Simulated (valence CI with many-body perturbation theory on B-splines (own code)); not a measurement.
# Energy levels of Cd41+

Calculated by configuration interaction combined with many-body perturbation theory (CI+MBPT): five valence electrons over a frozen Dirac-Fock core [He], radial functions for each j: 9 s, 9 p, 8 d, 6 f, 3 g, 1 h, with the one-electron correlation potential Σ1, the two-electron term Σ2, the three-electron term Σ3, Breit, model QED; selected CI, second order for the rest, scaled by the run's own slope (own B-spline code, finite nucleus).

The last digits are not significant, and no measured levels were compared; by estimate large intervals hold to a few tenths of a per cent, small ones and those within an open d or f shell to about a per cent. Among the levels kept, up to 3400 cm⁻¹ of a level comes from second order outside the variational space, and about a tenth of that is noise between levels of different J, which matters for small intervals.

Levels 1 to 45 of 62, with energies above the lowest level, (2s^2 2p1/2^2 2p3/2) J=3/2. "Leading %" is the weight of the configuration and term that name the level; weights of strongly mixed levels are sums over their largest components and can fall short, so below about 35 % the name and the second component can differ from the true leading terms, or belong to a minority configuration. In the jj column 3d3/2^4 stands for four electrons in 3d with j = 3/2. Lifetimes count E1, E2, E3, M1 and M2 decay at the calculated energies, and are blank where another channel may lead or the interval is too uncertain; long ones can be off by a factor of two.

```
No.  Configuration  Term    J  E (eV)  Leading %   Second component  Lifetime      g                     Leading jj
  1         2s²2p³   ²P°  3/2     0.0         45    30 % 2s²2p³ ⁴S°            1.388      2s^2 2p1/2^2 2p3/2 (99 %)
  2         2s²2p³   ⁴S°  3/2   185.9         53    46 % 2s²2p³ ²D°   14.8 ns  1.430      2s^2 2p1/2 2p3/2^2 (99 %)
  3         2s²2p³   ²D°  5/2   204.0        100                      84.0 ns  1.185     2s^2 2p1/2 2p3/2^2 (100 %)
  4         2s²2p³   ²P°  1/2   229.9        100                      19.7 ns  0.647     2s^2 2p1/2 2p3/2^2 (100 %)
  5          2s2p⁴    ⁴P  5/2   371.3         78      22 % 2s2p⁴ ²D   9.74 ps  1.498      2s 2p1/2^2 2p3/2^2 (98 %)
  6         2s²2p³   ²P°  3/2   416.8         54    29 % 2s²2p³ ²D°   6.98 ns  1.275            2s^2 2p3/2^3 (99 %)
  7          2s2p⁴    ²S  1/2   429.1         56      38 % 2s2p⁴ ⁴P   2.56 ps  2.164      2s 2p1/2^2 2p3/2^2 (96 %)
  8          2s2p⁴    ²P  3/2   430.6         38      36 % 2s2p⁴ ²D   1.58 ps  1.233      2s 2p1/2^2 2p3/2^2 (95 %)
  9          2s2p⁴    ⁴P  3/2   576.7         73      20 % 2s2p⁴ ²D   2.90 ps  1.508        2s 2p1/2 2p3/2^3 (97 %)
 10          2s2p⁴    ²D  5/2   605.1         78      22 % 2s2p⁴ ⁴P   2.99 ps  1.273        2s 2p1/2 2p3/2^3 (98 %)
 11          2s2p⁴    ²P  1/2   634.7         58      36 % 2s2p⁴ ⁴P   1.14 ps  1.459        2s 2p1/2 2p3/2^3 (93 %)
 12          2s2p⁴    ²P  3/2   646.5         54      44 % 2s2p⁴ ²D   1.08 ps  1.084        2s 2p1/2 2p3/2^3 (98 %)
 13          2s2p⁴    ²S  1/2   838.6         38      37 % 2s2p⁴ ²P   1.22 ps  1.669              2s 2p3/2^4 (96 %)
 14            2p⁵   ²P°  3/2   852.0         99                      1.02 ps  1.320         2p1/2^2 2p3/2^3 (99 %)
 15            2p⁵   ²P°  1/2  1055.8        100                       776 fs  0.647          2p1/2 2p3/2^4 (100 %)
 16       2s²2p²3s    ⁴P  1/2  3552.0         50   27 % 2s²2p²3s ²S   35.1 fs  2.032         2s^2 2p1/2^2 3s (99 %)
 17       2s²2p²3p   ²P°  1/2  3608.1         42  41 % 2s²2p²3p ⁴D°   3.45 ps  0.660      2s^2 2p1/2^2 3p1/2 (99 %)
 18       2s²2p²3p   ²P°  3/2  3674.3         29  24 % 2s²2p²3p ⁴D°   3.00 ps  1.335      2s^2 2p1/2^2 3p3/2 (98 %)
 19       2s²2p²3d    ²D  3/2  3730.6         37   35 % 2s²2p²3d ⁴F   23.3 fs  0.790      2s^2 2p1/2^2 3d3/2 (98 %)
 20       2s²2p²3s    ⁴P  3/2  3742.1         88   10 % 2s²2p²3s ²P   53.1 fs  1.667     2s^2 2p1/2 2p3/2 3s (98 %)
 21       2s²2p²3s    ²P  1/2  3748.3         68   32 % 2s²2p²3s ⁴P   22.8 fs  1.293     2s^2 2p1/2 2p3/2 3s (99 %)
 22       2s²2p²3s    ²D  5/2  3751.8         20   18 % 2s²2p²3d ²D   5.58 fs  1.252      2s^2 2p1/2^2 3d5/2 (65 %)
 23       2s²2p²3s    ²D  5/2  3759.7         39   26 % 2s²2p²3s ⁴P   22.9 fs  1.293     2s^2 2p1/2 2p3/2 3s (65 %)
 24       2s²2p²3s    ²D  3/2  3761.2         61   37 % 2s²2p²3s ²P   24.0 fs  0.995     2s^2 2p1/2 2p3/2 3s (99 %)
 25       2s²2p²3p   ⁴P°  1/2  3797.8         45  29 % 2s²2p²3p ⁴D°   4.26 ps  1.704  2s^2 2p1/2 2p3/2 3p1/2 (99 %)
 26       2s²2p²3p   ⁴D°  3/2  3802.9         55  23 % 2s²2p²3p ²D°   4.80 ps  1.146  2s^2 2p1/2 2p3/2 3p1/2 (99 %)
 27       2s²2p²3p   ²F°  5/2  3813.7         43  32 % 2s²2p²3p ²D°   3.57 ps  1.095  2s^2 2p1/2 2p3/2 3p1/2 (98 %)
 28       2s²2p²3p   ²P°  3/2  3834.1         39  26 % 2s²2p²3p ²D°    870 fs  1.366  2s^2 2p1/2 2p3/2 3p1/2 (97 %)
 29       2s²2p²3p   ⁴D°  5/2  3856.5         50  33 % 2s²2p²3p ⁴P°   1.27 ps  1.430  2s^2 2p1/2 2p3/2 3p3/2 (94 %)
 30       2s²2p²3p   ⁴P°  1/2  3861.3         36  32 % 2s²2p²3p ²P°   2.77 ps  1.671  2s^2 2p1/2 2p3/2 3p3/2 (98 %)
 31       2s²2p²3p   ²D°  3/2  3866.6         51  28 % 2s²2p²3p ⁴P°   2.62 ps  1.189  2s^2 2p1/2 2p3/2 3p3/2 (98 %)
 32       2s²2p²3p   ²F°  7/2  3872.8         59  40 % 2s²2p²3p ⁴D°   4.04 ps  1.248  2s^2 2p1/2 2p3/2 3p3/2 (99 %)
 33       2s²2p²3p   ²P°  3/2  3877.9         39  23 % 2s²2p²3p ⁴S°    290 fs  1.382  2s^2 2p1/2 2p3/2 3p3/2 (92 %)
 34       2s²2p²3p   ²D°  5/2  3886.9         52  19 % 2s²2p²3p ²F°    461 fs  1.218  2s^2 2p1/2 2p3/2 3p3/2 (89 %)
 35       2s²2p²3p   ²P°  1/2  3899.2         83   8 % 2s²2p²3p ⁴D°    472 fs  0.672  2s^2 2p1/2 2p3/2 3p3/2 (96 %)
 36        2s2p³3s   ⁶S°  5/2  3903.7         38   37 % 2s2p³3s ⁴P°    102 fs  1.660     2s 2p1/2^2 2p3/2 3s (80 %)
 37        2s2p³3s   ⁴S°  3/2  3920.7         35   29 % 2s2p³3s ²P°   29.6 fs  1.547     2s 2p1/2^2 2p3/2 3s (90 %)
 38       2s²2p²3d    ⁴F  3/2  3921.6         42   31 % 2s²2p²3d ²P   13.3 fs  0.936  2s^2 2p1/2 2p3/2 3d3/2 (97 %)
 39       2s²2p²3d    ⁴F  5/2  3923.5         55   37 % 2s²2p²3d ²F   29.7 fs  0.977  2s^2 2p1/2 2p3/2 3d3/2 (96 %)
 40       2s²2p²3d    ⁴D  1/2  3924.7         80   14 % 2s²2p²3d ²P   27.0 fs  0.228  2s^2 2p1/2 2p3/2 3d3/2 (99 %)
 41       2s²2p²3d    ⁴F  7/2  3934.2         59   30 % 2s²2p²3d ²G    302 fs  1.126  2s^2 2p1/2 2p3/2 3d3/2 (60 %)
 42       2s²2p²3d    ⁴D  7/2  3937.1         46   37 % 2s²2p²3d ²F    267 fs  1.243  2s^2 2p1/2 2p3/2 3d5/2 (66 %)
 43       2s²2p²3d    ⁴P  5/2  3940.4         34   33 % 2s²2p²3d ²F   3.87 fs  1.216  2s^2 2p1/2 2p3/2 3d3/2 (58 %)
 44       2s²2p²3d    ⁴D  3/2  3944.1         39   35 % 2s²2p²3d ²D   6.08 fs  1.095  2s^2 2p1/2 2p3/2 3d5/2 (54 %)
 45       2s²2p²3d    ⁴P  3/2  3950.9         42   28 % 2s²2p²3d ²P   3.13 fs  1.439  2s^2 2p1/2 2p3/2 3d3/2 (48 %)
```

The ionisation energy to 2s²2p² ³P0 of the next ion comes out as 6462.6 eV (NIST: 6460 ± 40 eV (semi-empirical)). All 62 levels together are meant to be complete up to 4021.3 eV.
